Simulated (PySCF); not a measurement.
Simulated O 1s region for `[O]=[V]([O-])([O-])[O][V](=[O])([O-])[O-]`, binding energy against the vacuum level.

Every computed line was given a Gaussian of 1.0 eV full width at half maximum and an area set by the number of equivalent atoms; the highest printed point is 100. Computed with delta-SCF UKS SCAN, pcX-2 on the ionised atom, pcseg-1 elsewhere, spin-free X2C (PySCF 2.14.0).

binding energy (eV), intensity and a bar:
```
    516.3          0 
    516.4          1 
    516.5          1 
    516.6          2 #
    516.7          4 #
    516.8          7 ##
    516.9         12 ####
    517.0         19 ######
    517.1         29 #########
    517.2         41 ############
    517.3         54 ################
    517.4         69 #####################
    517.5         82 #########################
    517.6         93 ############################
    517.7         99 ##############################
    517.8        100 ##############################
    517.9         96 #############################
    518.0         87 ##########################
    518.1         74 ######################
    518.2         60 ##################
    518.3         46 ##############
    518.4         33 ##########
    518.5         23 #######
    518.6         15 ####
    518.7          9 ###
    518.8          5 ##
    518.9          3 #
    519.0          2 
    519.1          1 
    519.2          0
```

Question: Count the maxima, the lines and the sites behind this envelope.

Answer: The curve has 1 maximum (at 517.8 eV). Under it lie 2 lines from 2 inequivalent oxygen sites. At this width some lines have no maximum of their own.

Question: Decompose the envelope and assign each component. Numbering: `[O:1]=[V:2]([O-:3])([O-:4])[O:5][V:6](=[O:7])([O-:8])[O-:9]`.

Answer: 
```json
{"position (eV)": "517.76", "relative area": "1", "line": "O 1s", "atoms": "O5", "environment": "oxygen bonded to 2 V"}
{"position (eV)": "517.77", "relative area": "6", "line": "O 1s", "atoms": "O1 (×6)", "environment": "oxygen bonded to V"}
```

The 2 O 1s values lie within 0.01 eV of each other; Gaussian lines of 0.5 eV full width would blend them into one maximum.

The curve has no shake-up lines and no vibrational structure. Atoms equivalent by their bonding share one computed value, that of the first of them. The species carries charge -4, so core ionisation leaves charge -3. The basis sets have no added diffuse functions. Isolated species at its PBE0-D3(BJ)/def2-SVP geometry, gas phase. Whether so highly charged an anion holds all its electrons in the gas phase wasn't checked; a finite basis holds them in any case. The ion is multiply charged and computed without counter-ions or solvent. The geometry's basis has no diffuse functions, a weakness for an anion.
